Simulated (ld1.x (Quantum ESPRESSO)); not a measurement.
## An all-electron radial function and its pseudo partner (indium (In))

Columns: radius, all-electron u(r) and pseudo u(r) of the 5s shell (level -9.12 eV) of indium in the configuration [Kr] 4d10 5s1 5p2; revPBE, scalar-relativistic, PAW scheme, ld1.x (Quantum ESPRESSO) 7.5.

```tsv
r (bohr)	all-electron	pseudo
0.123	-0.0790	0.0651
0.245	0.2101	0.1291
0.368	0.0709	0.1925
0.490	-0.1812	0.2539
0.613	-0.3189	0.3137
0.735	-0.3125	0.3703
0.858	-0.2072	0.4244
0.980	-0.0560	0.4744
1.103	0.1065	0.5208
1.225	0.2566	0.5625
1.348	0.3865	0.5997
1.470	0.4908	0.6314
1.593	0.5715	0.6580
1.715	0.6295	0.6786
1.838	0.6689	0.6935
1.960	0.6917	0.7023
2.083	0.7016	0.7049
2.205	0.7007	0.7013
2.328	0.6915	0.6915
2.450	0.6758	0.6758
2.573	0.6550	0.6550
2.695	0.6307	0.6307
2.818	0.6036	0.6036
2.940	0.5750	0.5750
3.063	0.5452	0.5452
3.185	0.5151	0.5151
```

Task: How many radial nodes do the two functions have?

Result: The all-electron 5s function has n − l − 1 = 4 (the table is too coarse to show those close to the nucleus); the pseudo-wave has 0, since the states of the same l below it are removed with the core.

Task: At about which radius was the pseudo-wave matched?

Result: 2.35 bohr, where the columns begin to agree (steps of 0.12 bohr).

Task: Is the pseudo-wave norm-conserving?

Result: No, it belongs to a PAW set: the norm inside the radius is not constrained, and the difference is carried by the augmentation charge.
